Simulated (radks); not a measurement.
Results of a calculation; reference values are marked as such.
Numerical settings for the niobium ion Nb10+, [Ar] 3d10 4s2 4p1. Code: a radial shooting solver on a logarithmic mesh with Libxc functionals. Model: Dirac Kohn-Sham, PBEsol, spin-unpolarised, spherical densities, finite nucleus; open shells fill j = l - 1/2 first; Fermi nuclear charge, rms radius 4.324 fm. The defaults (mesh step 0.008 in ln r, mesh end at 40 bohr or more with all orbitals vanishing there, Anderson mixing 0.5 over 9 steps, residual threshold near 1e-9 with the energy settled to 1e-9 hartree or 1e-11 of itself, here a cap of 61 iterations) give E = -3787.4139 hartree and 4p1/2 at -190.35 eV in 14 iterations. Run on one thread of a shared host, so times are rough (Arm Neoverse N1): 0.12 s of CPU time, 0.12 s wall, 14 iterations on 2189 mesh points. Changes against that run (0 stands for a change within the tolerance of the run):

| setting | iterations | converged | E (mhartree) | e(4p1/2) (meV) | CPU (s) |
|---|---|---|---|---|---|
| mesh step in ln r 0.005 | 14 | yes | 0 | 0 | 0.19 |
| mesh step in ln r 0.05 | 14 | yes | +0.00528 | +0.0431 | 0.04 |
| mesh step in ln r 0.012 | 14 | yes | 0 | 0 | 0.09 |
| mesh end (bohr) 2 | 15 | yes | +371 | +5.81e+03 | 0.11 |
| mesh end (bohr) 400 | 14 | yes | 0 | 0 | 0.13 |
| residual threshold 0.1 | 8 | yes | 0 | +0.0635 | 0.09 |
| residual threshold 1e-05 | 10 | yes | 0 | +0.104 | 0.1 |
| mixing 0.05 | 16 | yes | 0 | 0 | 0.14 |
| linear mixing, mixing 0.2 | 61 | no | 0 | -0.0383 | 0.37 |
| linear mixing, mixing 0.05 | 61 | no | +3.46 | -2.91e+03 | 0.43 |
| mixing history 3 | 16 | yes | 0 | 0 | 0.13 |
| iteration cap 2 | 2 | no | +1.04e+04 | -8.07e+04 | 0.02 |

Settings that end as converged yet miss the energy by more than 1 mhartree: mesh end (bohr) 2 (+0.371 hartree). A mesh that ends early acts as a hard wall.
